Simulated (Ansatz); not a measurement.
`[F][Ge]1([Cl])[CH]=[CH]1` and `[Cl][GeH]1[CH]=[CH]1` differ in one atom or group.

Ansatz, PBE0-D4/def2-TZVP geometries, multiplicity 1. 

Scalar relativity is left out up to krypton.

| property | `[F][Ge]1([Cl])[CH]=[CH]1` |
| --- | --- |
| HOMO–LUMO gap (PBE0/def2-TZVPP) / eV | 6.37 |
| LUMO energy (ωB97M-V/def2-TZVPP) / eV | 0.80 |
| zero-point energy (PBE0-D4/def2-TZVP) / kJ/mol | 89.1 |
| HOMO energy (PBE0/def2-TZVPP) / eV | -7.67 |
| ideal-gas entropy at 298 K and 1 bar (rigid rotor, harmonic PBE0-D4/def2-TZVP) / J/(mol·K) | 333 |
| HOMO energy (B3LYP/def2-TZVPP) / eV | -7.46 |

**Question.** What does the change do to each property? (An estimate is asked.)

**Answer.** Ansatz gave: 
| property | `[Cl][GeH]1[CH]=[CH]1` | shift |
| --- | --- | --- |
| HOMO–LUMO gap (PBE0/def2-TZVPP) / eV | 6.75 | 0.38 |
| LUMO energy (ωB97M-V/def2-TZVPP) / eV | 1.58 | 0.78 |
| zero-point energy (PBE0-D4/def2-TZVP) / kJ/mol | 102.5 | 13.4 |
| HOMO energy (PBE0/def2-TZVPP) / eV | -7.26 | 0.41 |
| ideal-gas entropy at 298 K and 1 bar (rigid rotor, harmonic PBE0-D4/def2-TZVP) / J/(mol·K) | 312 | -21 |
| HOMO energy (B3LYP/def2-TZVPP) / eV | -7.06 | 0.40 |

With PBE0 the HOMO rises by 0.41 eV and the LUMO rises by 0.79 eV, so the gap widens by about 0.38 eV. PBE moves the HOMO by 0.33 eV and ωB97M-V by 0.43 eV.

B3LYP here is the variant with VWN-RPA as its local correlation; programs differ in this.
